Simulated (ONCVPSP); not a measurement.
## Which change was made? (Pd, ONCV)

| Quantity | Value |
| --- | --- |
| Element | palladium (Pd) |
| Generator | ONCVPSP 4.0.1 |
| Type | optimised norm-conserving Vanderbilt (ONCV) |
| Functional | PBE |
| Relativity | fully relativistic |
| Frozen core | [Ar] 3d10 |
| Valence charge | 18 |
| Reference configuration | 4s2 4p6 4d9 (charge +1) |
| Partial waves | 4s: rc 1.55 bohr, ncon 5, nbas 10, qcut 7.8 1/bohr, 2 projectors, debl 1.9 Ha; 4p: rc 1.40 bohr, ncon 4, nbas 7, qcut 12.2 1/bohr, 2 projectors, debl 2.6 Ha; 4d: rc 1.35 bohr, ncon 4, nbas 8, qcut 7.6 1/bohr, 3 projectors, debl 1.4 Ha |
| Local potential | polynomial inside 0.85 bohr (lpopt 4, dvloc0 0 Ha) |
| Core correction | Teter function fitted to the true core (icmod 2), fcfact 0.6 |

Open shells are filled in proportion to 2j + 1.

In the s channel the program set the typed energies aside and used -3.551, 0.250 Ha.

Cutoffs, loose and tight: the cutoffs (Ha) at which the residual kinetic energy of the hardest occupied pseudo-wave falls to 1 and 0.1 mHa per electron. They do not see the model core or the augmentation charge, which bear on the density cutoff. Test errors are all-electron minus pseudo excitation energies from the reference, over the configurations 4s2 4p6 4d10; 4s2 4p6 4d8; 4s2 4p6 4d7; 4s2 4p5 4d10; variants that change the core or the reference have their own tests.

The base gives: outcome: generated, projector energies reset by the program; cutoff, loose: 43 Ha; cutoff, tight: 82 Ha; bound ghosts: none; GHOST(+) flags above zero: s, d5/2, d3/2; largest test error (meV): -17.

Task: After one change the result is: outcome: generated, projector energies reset by the program; cutoff, loose: 43 Ha; cutoff, tight: 119 Ha; bound ghosts: d5/2, d3/2; GHOST(+) flags above zero: s; largest test error (meV): -22. Which change was it?
A. scalar-relativistic
B. all radii but the core radius scaled by about 0.89 (s 1.38, p 1.24, d 1.20 bohr); local potential polynomial inside 0.76 bohr (lpopt 4, dvloc0 0 Ha)
C. p: rc 1.04
D. d: qcut 7

Result: D. The others give: all radii but the core radius scaled by about 0.89 (s 1.38, p 1.24, d 1.20 bohr); local potential polynomial inside 0.76 bohr (lpopt 4, dvloc0 0 Ha) → outcome: generated, projector energies reset by the program; cutoff, loose: 46 Ha; cutoff, tight: 128 Ha; bound ghosts: d5/2, d3/2; GHOST(+) flags above zero: s, d5/2, d3/2; largest test error (meV): -7.2 | scalar-relativistic → outcome: generated, projector energies reset by the program; cutoff, loose: 43 Ha; cutoff, tight: 78 Ha; bound ghosts: none; GHOST(+) flags above zero: s, d; largest test error (meV): -51 | p: rc 1.04 → outcome: generated, projector energies reset by the program; cutoff, loose: 53 Ha; cutoff, tight: 82 Ha; bound ghosts: none; GHOST(+) flags above zero: s, d5/2, d3/2; largest test error (meV): -6.6.
